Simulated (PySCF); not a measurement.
# One molecule, several mistakes: AlCGeH7N

Calculated results; nothing here was measured. The program is PySCF 2.14.0, an open-source quantum chemistry code, run on an isolated molecule that a program drew, which may never have been made. The molecule is AlCGeH7N (charge 0, doublet), drawn as the SMILES string `[AlH2][CH][NH][GeH3]`.

Each row is a Hartree-Fock (HF) and frozen-core CCSD(T) single point in the cc-pV(D+d)Z basis, meant for a local HF minimum. Run 1 is clean. Each other run has one planted mistake out of seven kinds, and not every kind appears here: one electron removed, one electron added, multiplicity raised by two, geometry at a saddle point, minimal basis STO-3G, one bond length entered in bohr, all coordinates scaled. The reference is restricted for singlets and unrestricted otherwise, and also for a bond in bohr. Adding or removing an electron swaps singlet and doublet. Electrons count all cores. HOMO and LUMO are orbital energies over both spins, the gradient is its largest component, and the lowest frequency (negative if imaginary) is given only where the gradient is small. Bond lengths are over the 10 bonds as drawn. T1 is the CCSD diagnostic: over 0.02 (restricted) or 0.045 (unrestricted) a single reference is doubtful. Germanium has the cc-pVDZ-PP basis, with a core potential (ECP10MDF) in place of its 10 inner electrons, and its 3s, 3p and 3d shells are frozen in CCSD(T).

Geometry of the clean run:
```xyz
11
AlCGeH7N, angstrom
Al    2.3327   -1.6324   -0.9838
C     0.6747   -1.0643   -0.2147
N    -0.0883   -1.7411    0.7170
Ge   -1.5955   -1.0862    1.5640
H     3.0427   -0.7130   -2.0569
H     2.9584   -3.0155   -0.5226
H     0.2207   -0.1176   -0.5124
H     0.2902   -2.6103    1.0396
H    -1.2316    0.0538    2.5204
H    -2.1948   -2.2592    2.3391
H    -2.5606   -0.5685    0.4976
```

```
run  electrons  basis functions  <S^2>  HOMO (eV)  LUMO (eV)  gradient (hartree/bohr)  lowest frequency (cm^-1)  mean bond (Å)  longest bond (Å)      T1  HF (hartree)  CCSD(T) (hartree)                          mistake
  1         65              109  0.759      -7.35       1.34                  2.8e-05                        38         1.4994             1.914  0.0207    -631.64371         -632.17591                         no fault
  2         65              109  1.493      -7.75       1.20                  1.7e-02                         -         1.5965             2.062  0.0504    -631.52816         -632.05207  one bond length entered in bohr
  3         65              109  0.757      -7.16       1.53                  6.2e-02                         -         1.4109             1.801  0.0171    -631.60248         -632.12576                                ?
  4         65              109  3.794      -4.64      -2.85                  5.7e-02                         -         1.4994             1.914  0.0739    -631.42353         -631.95178                                ?
```

**Which mistake was planted in run 3, and what did it cost?**

The mean and the longest bond both change by the same factor, 0.941, and the gradient is no longer small. So the mistake is: all coordinates scaled. Subtracting run 1 and multiplying by 627.51 kcal/mol a hartree, the energy moved by 25.9 kcal/mol in HF and 31.5 kcal/mol in CCSD(T).

**Which mistake was planted in run 4, and what did it cost?**

Electrons, basis and geometry are unchanged, and <S^2> is 3.794, beside S(S+1) = 3.75 for a multiplicity of 4. So the mistake is: multiplicity raised by two. Subtracting run 1 and multiplying by 627.51 kcal/mol a hartree, the energy moved by 138.2 kcal/mol in HF and 140.6 kcal/mol in CCSD(T).

Cautions from the logs. Run 2: T1 is over the limit, so its CCSD(T) energy is less reliable; run 4: T1 is over the limit, so its CCSD(T) energy is less reliable.
